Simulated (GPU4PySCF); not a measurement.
C₁₆H₁₀, SMILES c1ccc2ccc3c4c(ccc3)ccc1c42. The structure is a stationary point at ωB97X-D3(BJ)/def2-TZVP.

Calculation: GPU4PySCF with ωB97X-D3(BJ)/def2-TZVP.

Harmonic wavenumbers (cm⁻¹): 98, 153, 215, 253, 264, 362, 406, 416, 467, 506, 511, 512, 526, 545, 556, 598, 614, 707, 712, 742, 756, 773, 806, 822, 830, 845, 881, 894, 932, 943, 991, 991, 993, 1004, 1006, 1037, 1108, 1129, 1134, 1144, 1179, 1205, 1215, 1243, 1277, 1280, 1280, 1321, 1373, 1401, 1446, 1466, 1483, 1490, 1514, 1564, 1575, 1641, 1683, 1685, 1697, 1734, 3189, 3189, 3191, 3191, 3199, 3199, 3209, 3209, 3217, 3217. Rotational constants (GHz): 1.016, 0.5598, 0.3610; symmetry number 4.

Q: Work out the zero-point energy and the ideal-gas rigid-rotor harmonic-oscillator thermochemistry at 298.15 K and 1 atm.

A: ZPE = ½ Σ hcν = ½ × 91945 cm⁻¹ = 131.44 kcal/mol. H − E(el) = 138.25 kcal/mol. Entropy in cal/(mol K): translation 41.82, rotation 28.97, vibration 23.46, total 94.24. G − E(el) = 110.15 kcal/mol. Cp = 45.85 cal/(mol K). Modes under 150 cm⁻¹ make the vibrational entropy uncertain.
